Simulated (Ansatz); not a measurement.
One change: `CC(C)(C)C[Si](C)(F)F` becomes `CCC(C)(C)C`.

Ansatz, PBE0-D4/def2-TZVP geometries, multiplicity 1. Each molecule was computed in one conformer, which needn't be the lowest.

| property | `CC(C)(C)C[Si](C)(F)F` |
| --- | --- |
| HOMO energy (ωB97M-V/def2-TZVPP) / eV | -10.59 |
| LUMO energy (PBE0/def2-TZVPP) / eV | 0.72 |
| LUMO energy (ωB97M-V/def2-TZVPP) / eV | 2.14 |
| HOMO energy (B3LYP/def2-TZVPP) / eV | -8.16 |
| HOMO–LUMO gap (PBE0/def2-TZVPP) / eV | 9.08 |
| LUMO energy (B3LYP/def2-TZVPP) / eV | 0.40 |

Q: What does the change do to each property? (Estimate.)

A: The calculation gave: 
```json
{"property": "HOMO energy (ωB97M-V/def2-TZVPP) / eV", "`CCC(C)(C)C`": "-10.95", "shift": "-0.36"}
{"property": "LUMO energy (PBE0/def2-TZVPP) / eV", "`CCC(C)(C)C`": "1.04", "shift": "0.32"}
{"property": "LUMO energy (ωB97M-V/def2-TZVPP) / eV", "`CCC(C)(C)C`": "2.45", "shift": "0.31"}
{"property": "HOMO energy (B3LYP/def2-TZVPP) / eV", "`CCC(C)(C)C`": "-8.47", "shift": "-0.31"}
{"property": "HOMO–LUMO gap (PBE0/def2-TZVPP) / eV", "`CCC(C)(C)C`": "9.69", "shift": "0.61"}
{"property": "LUMO energy (B3LYP/def2-TZVPP) / eV", "`CCC(C)(C)C`": "0.71", "shift": "0.31"}
```

With PBE0 the HOMO falls by 0.29 eV and the LUMO rises by 0.32 eV, so the gap widens by about 0.61 eV. PBE moves the HOMO by -0.32 eV and ωB97M-V by -0.36 eV.

B3LYP here is the variant with VWN-RPA as its local correlation; programs differ in this.
